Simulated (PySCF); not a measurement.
**Finite-field polarisability of Pd (palladium, neutral)**

[Kr] 4d10, closed-shell 1S. Computed with PySCF 2.14 in aug-cc-pwCVTZ-PP with ECP28MDF (8s8p7d4f3g, 122 functions), with scalar relativity through the core potential. Frozen: 4s2 4p6. Energy changes in a uniform field (μhartree):

```csv
axis,F (au),HF,MP2,CCSD,CCSD(T)
x,0.0032,-97.064,-120.367,-108.759,-116.719
x,0.0064,-388.826,-482.704,-435.985,-468.199
```

Derive α along x at CCSD(T) from the two fields.

With ΔE = −αF²/2 − γF⁴/24, α = −(16 ΔE(F) − ΔE(2F))/(6F²) = 22.78 bohr³.

And the mean polarisability at each level?

HF 18.95, MP2 23.49, CCSD 21.23, CCSD(T) 22.78 bohr³. Reference: 26.14 ± 0.1 bohr³ (recommended; Schwerdtfeger and Nagle, table of static dipole polarizabilities (2023 update)).

CCSD(T) lies more than 5 % below the reference, which points to too few diffuse and polarisation functions.
